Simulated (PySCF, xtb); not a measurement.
C4H7BF2, SMILES FB1CCC[C@H]1F.

The structure is a stationary point at PBE-D3(BJ)/def2-SVP. The structure was generated by enumeration; whether it is a known compound was not checked. Other conformers were not sampled.

Computed with C-PCM-PBE0/def2-SVP run with PySCF.

The values are the electrostatic part of the solvation free energy, E(continuum) − E(gas) at the gas-phase geometry, in a cavity of scaled van der Waals radii (PySCF's table); cavitation and dispersion terms are not included. In vacuum the orbital gap is 7.38 eV. The dipole moment in vacuum is 2.30 D.

```tsv
solvent	ε	ΔG(elec) (kcal/mol)	dipole (D)	gap (eV)
water	78.36	-3.2	2.88	7.41
tetrahydrofuran	7.43	-2.8	2.79	7.41
chlorobenzene	5.70	-2.6	2.76	7.41
```

For comparison, GFN2-xTB/ALPB(water) (xtb, at the GFN2-xTB geometry, all terms of that model) gives -3.0 kcal/mol.
